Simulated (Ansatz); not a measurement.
Input file for Ansatz (a quantum-chemistry and plane-wave program): R-wB97M-V/def2-TZVPP on BGeH5 (SMILES [BH2][GeH3]), a point of a torsion scan.

Ansatz 0.2 input:
```yaml
crystal:
  periodic: [false, false, false]
  atoms:
    - {symbol: B, position_ang: [1.24168054, -0.07925768, 0.00441030]}
    - {symbol: Ge, position_ang: [-0.74835590, 0.06317367, -0.02297214]}
    - {symbol: H, position_ang: [1.92165470, 0.86902174, 0.00310637]}
    - {symbol: H, position_ang: [1.76163095, -1.12308520, 0.05368307]}
    - {symbol: H, position_ang: [-1.34211749, 1.35158039, -0.49849594]}
    - {symbol: H, position_ang: [-1.47681187, -0.97317853, -0.82004261]}
    - {symbol: H, position_ang: [-1.35738798, -0.09812811, 1.33647763]}
basis:
  gaussian:
    orbitals: def2-TZVPP
hamiltonian:
  xc: {name: wB97M-V}
scf: {lower_state_search: off}
```

Output:

```
WARN ansatz: RAYON_NUM_THREADS=1 ignored (pool sized by the plan → 1); use --threads N
Functional definition: wB97M-V
these checks for a lower state are left out or cut short: stability, starts, cluster_reference, orbital_swaps, neighbouring_geometries, increment
integrals: 0.07 GiB planned
850 factors; their error is unknown
integrals: 0.11 GiB planned
213 factors; integrals over basis functions are off by at most 9.3e-6 eV
mean field: 0.70 GiB planned
mean field evaluation 1: about -57269.9823 eV, gradient 1.8e1 eV
mean field evaluation 2: about -57270.3555 eV, gradient 1.4e1 eV
mean field evaluation 4: about -57270.5062 eV, gradient 4.8e-1 eV
mean field evaluation 8: about -57270.6647 eV, gradient 2.6e-1 eV
mean field evaluation 16: about -57270.6648 eV, gradient 1.9e-5 eV
mean field -57270.66479805 eV, -2104.6581118775 hartree, gradient 5.1e-6 eV, S^2 0.000000; 0 other end points of the search recorded, 0 dependent functions left out
reference -57270.66484661 eV, -2104.6581136621 hartree; 21, 21 occupied and 128, 128 virtual orbitals, 850 factors
Total energy: -57270.66484661 eV, -2104.6581136621 hartree
Checks for a lower state left out: stability, starts, cluster_reference, orbital_swaps, neighbouring_geometries, increment
```

The calculation finished and met its thresholds.

Cost: roughly 7 core-seconds.
